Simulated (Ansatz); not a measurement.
CH6FGaSi2 (`F[CH2][Ga]1[SiH2][SiH2]1`) at its PBE0-D4/def2-TZVP geometry, where that method's forces vanish. Total charge 0; spin multiplicity 1.

```xyz
11

F     1.0878    0.1397    3.0674
C     1.5896   -0.2454    1.8359
Ga    0.2714   -0.0161    0.3670
Si   -1.7341    0.8367   -0.6213
Si   -0.3578   -0.5260   -1.9007
H     2.4860    0.3476    1.6238
H     1.8914   -1.2970    1.8948
H    -3.2104    0.8014   -0.4256
H    -1.2779    2.2434   -0.8469
H     0.0770   -0.3533   -3.3156
H    -0.8230   -1.9312   -1.6788
```

(1) What forces (eV/Å) does ωB97M-V/def2-TZVPP give on these atoms in Ansatz? (An estimate is asked.)

## Answers

(1) Ansatz gave: 
```
F1  -0.120  0.085  0.252
C2   0.148 -0.115 -0.362
Ga3 -0.036  0.010 -0.022
Si4 -0.056  0.100  0.003
Si5 -0.002 -0.092 -0.067
H6  -0.069 -0.075  0.031
H7  -0.003  0.107  0.003
H8   0.186 -0.004 -0.013
H9  -0.044 -0.151  0.018
H10 -0.043 -0.014  0.179
H11  0.039  0.149 -0.021
```
